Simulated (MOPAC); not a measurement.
MOPAC input (PM7):

```
PM7 PRECISE GNORM=0.05 LET XYZ CHARGE=1 GEO-OK AUX(PRECISION=9) THREADS=1
HSZn

Zn   -0.35662410 1   -0.64163584 1   -0.28468032 1
S     0.57711211 1    1.17392582 1    0.45907469 1
H     1.46492907 1    0.46626226 1    1.19521433 1
```

Output:

```
 *******************************************************************************
 **                                                                           **
 **                              MOPAC v23.2.5                                **
 **                                                                           **
 *******************************************************************************
 ** MOPAC's Digital Object Identifier: https://doi.org/10.5281/zenodo.6511958 **
 **                                                                           **
 ** Please cite the open-source release paper for use of this MOPAC version:  **
 ** J. E. Moussa and J. J. P. Stewart (2026)                                  **
 ** MOPAC: An open-source semiempirical molecular orbital program             **
 ** J. Open Source Softw., 11(119), 8025, https://doi.org/10.21105/joss.08025 **
 *******************************************************************************

                              PM7 CALCULATION RESULTS

 *******************************************************************************
 *  PM7        - The PM7 Hamiltonian to be used
 *  GEO-OK     - OVERRIDE INTERATOMIC DISTANCE AND OTHER SAFETY CHECKS
 *
 *
 *
 *                 CHARGE ON SYSTEM = +1
 *
 *
 *
 *  LET        - OVERRIDE SOME SAFETY CHECKS
 *  PRECISE    - TIGHTER CRITERIA TO BE USED
 *  XYZ        - CARTESIAN COORDINATE SYSTEM TO BE USED
 *  GNORM      - EXIT WHEN GRADIENT NORM DROPS BELOW 0.050
 *  AUX        - OUTPUT AUXILIARY INFORMATION
 *******************************************************************************
PM7 PRECISE GNORM=0.05 LET XYZ CHARGE=1 GEO-OK AUX(PRECISION=9) THREADS=1
 HSZn

   ATOM   CHEMICAL          X               Y               Z
  NUMBER   SYMBOL      (ANGSTROMS)     (ANGSTROMS)     (ANGSTROMS)

     1      Zn         -0.35662410  *  -0.64163584  *  -0.28468032  *
     2       S          0.57711211  *   1.17392582  *   0.45907469  *
     3       H          1.46492907  *   0.46626226  *   1.19521433  *

          CARTESIAN COORDINATES

    NO.       ATOM           X           Y           Z

     1        Zn         -0.3566     -0.6416     -0.2847
     2         S          0.5771      1.1739      0.4591
     3         H          1.4649      0.4663      1.1952

 General Reference for PM7:
 "Optimization of Parameters for Semiempirical Methods VI: More Modifications to the
 NDDO Approximations and Re-optimization of Parameters", J. J. P. Stewart, J. Mol. Mod., 1:32, 19 (2013)
 https://link.springer.com/article/10.1007/s00894-012-1667-x

           Empirical Formula: H Zn S  =     3 atoms

      MOLECULAR POINT GROUP   :   Cs

      RHF CALCULATION, NO. OF DOUBLY OCCUPIED LEVELS = 4

          Geometry optimization using EF

          DIAGONAL MATRIX USED AS START HESSIAN

 CYCLE:     1  GRAD.:    15.367 HEAT:  194.9696
 CYCLE:     2  GRAD.:    24.796 HEAT:  195.1714
 CYCLE:     3  GRAD.:     4.452 HEAT:  194.6687
 CYCLE:     4  GRAD.:     5.622 HEAT:  194.6461
 CYCLE:     5  GRAD.:     0.967 HEAT:  194.6042
 CYCLE:     6  GRAD.:     0.146 HEAT:  194.6032
 CYCLE:     7  GRAD.:     0.004 HEAT:  194.6032

     GRADIENT =  0.00442 IS LESS THAN CUTOFF =  0.05000

 -------------------------------------------------------------------------------
 PM7 PRECISE GNORM=0.05 LET XYZ CHARGE=1 GEO-OK AUX(PRECISION=9) THREADS=1
 HSZn

     GEOMETRY OPTIMISED USING EIGENVECTOR FOLLOWING (EF).
     SCF FIELD WAS ACHIEVED

                              PM7 CALCULATION
                                                       MOPAC v23.2.5 Linux

          FINAL HEAT OF FORMATION =        194.60320 KCAL/MOL =     814.21979 KJ/MOL

          COSMO AREA              =         73.67 SQUARE ANGSTROMS
          COSMO VOLUME            =         55.39 CUBIC ANGSTROMS

          GRADIENT NORM           =          0.00442          =       0.00255 PER ATOM
          IONIZATION POTENTIAL    =         14.076168 EV
          HOMO LUMO ENERGIES (EV) =        -14.076 -6.079
          NO. OF FILLED LEVELS    =          4
          MOLECULAR WEIGHT        =         98.4479         POINT GROUP:  Cs

          MOLECULAR DIMENSIONS (Angstroms)

            Atom       Atom       Distance
            H     3   Zn     1     2.65867
            S     2   Zn     1     1.07875
            H     3    S     2     0.00000

          SCF CALCULATIONS        =          8

   ATOM   CHEMICAL          X               Y               Z
  NUMBER   SYMBOL      (ANGSTROMS)     (ANGSTROMS)     (ANGSTROMS)

     1      Zn         -0.35785457  *  -0.63292900  *  -0.28579251  *
     2       S          0.57329479  *   1.14942725  *   0.45623724  *
     3       H          1.49636870  *   0.53430705  *   1.22017489  *

                             CARTESIAN COORDINATES

   1   Zn       -0.357854572    -0.632928998    -0.285792505
   2    S        0.573294794     1.149427246     0.456237244
   3    H        1.496368704     0.534307045     1.220174886

           Empirical Formula: H Zn S  =     3 atoms

      MOLECULAR POINT GROUP   :   Cs

                  EIGENVALUES
 -31.57680 -18.57497 -16.19281 -14.07617  -6.07881  -5.55412  -5.21305  -5.03318
  -5.02393  -4.90930  -4.20142  -4.09499  -3.99678  -1.50155

              NET ATOMIC CHARGES AND DIPOLE CONTRIBUTIONS

  ATOM NO.   TYPE          CHARGE      No. of ELECS.   s-Pop       p-Pop       d-Pop
    1         Zn           0.831580        1.1684     1.09351     0.07491
    2          S           0.004920        5.9951     1.88870     3.98734     0.11904
    3          H           0.163499        0.8365     0.83650
 DIPOLE           X         Y         Z       TOTAL
 POINT-CHG.    -0.070    -1.887    -0.035     1.888
 HYBRID        -0.844    -1.739    -0.671     2.047
 SUM           -0.914    -3.626    -0.706     3.805

          ATOMIC ORBITAL ELECTRON POPULATIONS

     Atom    s        px        py        pz      x^2-y^2     xz        z^2       yz        xy
    1 Zn   1.09351   0.01923   0.03841   0.01727
    2  S   1.88870   1.42911   0.95269   1.60555   0.00665   0.02888   0.00408   0.03658   0.04286
    3  H   0.83650

 **********************
 *                    *
 * JOB ENDED NORMALLY *
 *                    *
 **********************

 == MOPAC DONE ==
```

The dipole moment of an ion depends on the origin.
